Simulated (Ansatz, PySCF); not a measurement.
The pair A = CH6OSi (SMILES CO[SiH3]) (first 9 atoms), B = CH4 (SMILES C); geometry from B3LYP-D3(BJ)/def2-TZVP.
(charge 0, multiplicity 1):
```csv
atom,x (Å),y (Å),z (Å)
C,-1.6050,-0.4673,0.3216
O,-0.5492,0.4651,0.1508
Si,0.9489,0.0400,-0.3829
H,-2.4791,0.0743,0.6816
H,-1.8598,-0.9563,-0.6241
H,-1.3413,-1.2340,1.0566
H,1.5554,-0.9886,0.5000
H,1.7615,1.2719,-0.3719
H,0.8809,-0.5210,-1.7568
C,0.0388,0.0417,3.6261
H,-0.1829,0.7129,2.7983
H,-0.8868,-0.3936,4.0015
H,0.6984,-0.7530,3.2792
H,0.5285,0.5940,4.4272
```

Frozen-core correlation.

Run with Ansatz (a program for electronic structure) with Gaussian orbitals; PySCF for the dispersion terms. 

The monomers are drawn apart, rigid, along the line of their centres of mass. Counterpoise-corrected interaction energies (kcal/mol):

```
level                    R = 4.781 Å  R = 5.855 Å
-----------------------  -----------  -----------
PBE/def2-TZVPPD              -0.2402      -0.0503
PBE-D3(BJ)/def2-TZVPPD       -0.6475      -0.1793
wB97M-V/def2-TZVPPD          -0.4762      -0.1512
CCSD(T)/aug-cc-pV(D+d)Z      -0.4529      -0.1366
```

Question: R is the distance of the centres of mass. Find the local exponent m of E ∝ R⁻ᵐ between the two points.

Answer: 
m = ln(E₁/E₂)/ln(R₂/R₁): PBE/def2-TZVPPD 7.7; PBE-D3(BJ)/def2-TZVPPD 6.3; wB97M-V/def2-TZVPPD 5.7; CCSD(T)/aug-cc-pV(D+d)Z 5.9. For scale, two fixed dipoles give m = 3, dipole and quadrupole 4, quadrupoles 5, and dispersion or dipole-induced dipole 6 at long range; at these distances several terms mix, and what is left of overlap and damping shifts m, so it need not match one of them.
